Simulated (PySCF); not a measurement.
**Distorted geometries of Tl2Br2**

Tl2Br2 (singlet). PySCF 2.14.0, RKS PBE, Tl def2-SVP with ECP60, Br def2-SVP; non-relativistic Hamiltonian with scalar-relativistic core potentials where named; density fitting; no spin-orbit coupling. Relaxed geometry:

```xyz
4

Tl    0.0000    0.0000    2.1108
Tl    0.0000    0.0000   -2.1108
Br    2.0629    0.0000    0.0000
Br   -2.0629    0.0000    0.0000
```

Q: Order these distorted geometries by energy above the relaxed one, lowest first.
A.
```xyz
4

Tl    0.1789    0.0254    2.2115
Tl   -0.0236    0.1225   -2.3039
Br    2.0908    0.0365    0.2912
Br   -2.2461   -0.1844   -0.1989
```
B.
```xyz
4

Tl   -0.0380   -0.0266    1.9666
Tl   -0.0265    0.1518   -2.1988
Br    2.0990   -0.0505    0.2380
Br   -2.0346   -0.0748   -0.0059
```
C.
```xyz
4

Tl    0.0127    0.0021    2.1292
Tl   -0.0257   -0.0125   -2.1256
Br    2.0582    0.0299    0.0091
Br   -2.0453   -0.0196   -0.0127
```

A: C (0.00 eV), B (0.26 eV), A (0.43 eV).

Q: Which forces (eV/Å) act in the one that lies 0.43 eV up?

A: 
```
Tl  -0.90 -0.06  0.25
Tl  -0.32 -0.13  0.88
Br   0.38  0.03 -0.91
Br   0.84  0.16 -0.22
```
Forces carry noise of the integration grid, about 0.01 to 0.03 eV/Å.
